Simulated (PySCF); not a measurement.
Compound: C₄H₄F₂O₂Si.
SMILES with atom numbers: `[O:1]=[C:2]1[O:3][CH2:4][CH:5]=[C:6]1[SiH:7]([F:8])[F:9]`

NICS = −σ at a ghost point: NICS(0) at the centroid of the ring atoms, NICS(1) 1 Å to either side along the normal of their mean plane, zz for the tensor component along that normal. Level: GIAO PBE0/pcSseg-1 (PySCF, non-relativistic, gas phase) on the GFN2-xTB geometry, one conformer.

Ring bond lengths (Å), with Mayer bond orders in brackets: C2–O3 1.352 (1.06), O3–C4 1.411 (0.92), C4–C5 1.493 (1.04), C5–C6 1.335 (1.75), C6–C2 1.484 (1.00).

Task: What do the NICS probes read (ppm)?

Result: 
```tsv
ring	type	NICS(0)	NICS(1), two faces	NICS(1)zz, two faces	rms pucker (Å)	centre to ring atoms, mean (Å)
C2–O3–C4–C5–C6	5-membered ring with O; formal bonds 1 double, 4 single	-4.5	-4.8 / -4.7	-8.4 / -8.2	0.00	1.20
```

Task: What do they say, and how far can they be read as aromaticity?

Result: 
- C2–O3–C4–C5–C6: mean NICS(1)zz -8.3 ppm, shielded. C4 has four or more neighbours, and the NICS criterion for π rings isn't applied.

Task: What is the mean of the two in-plane components of NICS at the first NICS(1) probe listed for ring C2–O3–C4–C5–C6, 1 Å off the ring?

Result: The isotropic value is a third of the trace: (3 × -4.8 − (-8.4))/2 = -3.0 ppm.

Task: Give the inner angles of the rings and the Hirshfeld charges of the ring atoms.

Result: 
- C2–O3–C4–C5–C6: C2 108.6° (+0.188 e), O3 110.1° (-0.105 e), C4 104.9° (+0.018 e), C5 109.5° (+0.001 e), C6 106.9° (-0.121 e); sum 540.0° against 540° for a flat convex ring.

Task: How shielded are the nuclei of the rings and their hydrogens (means over atoms taken as equivalent)?

Result: 
| atoms | environment | σ isotropic (ppm) |
| --- | --- | --- |
| C2 | ester carbonyl carbon | 8.6 |
| O3 | ester single-bonded oxygen | 120.9 |
| C4 | sp3 carbon bound to oxygen | 110.1 |
| C5 | alkene CH carbon | 13.2 |
| C6 | fully substituted alkene carbon | 50.6 |
| H on C4 (×2) | methylene hydrogen | 26.60 |
| H on C5 | vinylic hydrogen | 23.62 |

The values belong to the conformer `[O:1]=[C:2]1[O:3][CH2:4][CH:5]=[C:6]1[SiH:7]([F:8])[F:9]`: C5–C6–Si7–F8 -75°.
